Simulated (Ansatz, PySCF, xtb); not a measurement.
Pair of molecules: CH4 (SMILES C) (first 5 atoms) with GeH4 (SMILES [GeH4]); geometry from B3LYP-D3(BJ)/def2-TZVP.
(charge 0, multiplicity 1):
```xyz
10

C     -0.00182     0.15339     0.24148
H     -0.92166    -0.32998     0.56777
H      0.85328    -0.44233     0.55805
H     -0.00231     0.23943    -0.84429
H      0.06361     1.14630     0.68426
Ge     0.00179    -0.15328     4.05741
H      0.95678    -1.19112     3.45077
H      0.46005     1.25806     3.66341
H      0.01078    -0.28420     5.58829
H     -1.42053    -0.39621     3.53283
```

Counterpoise-corrected where a basis set is named; no monomer relaxation.

Programs: Ansatz (Gaussian orbitals); PySCF for the dispersion terms; xtb for the GFN methods. Values without a source in brackets are computed.

**Question.** One of these levels gives -1.28 kcal/mol for the interaction energy. Name it.
A) HF/aug-cc-pVDZ
B) BLYP-D4/def2-TZVPPD
C) GFN2-xTB

**Answer.** C, GFN2-xTB. The others give 0.60 (HF/aug-cc-pVDZ), -0.65 (BLYP-D4/def2-TZVPPD)

Ansatz is a quantum-chemistry and plane-wave program.
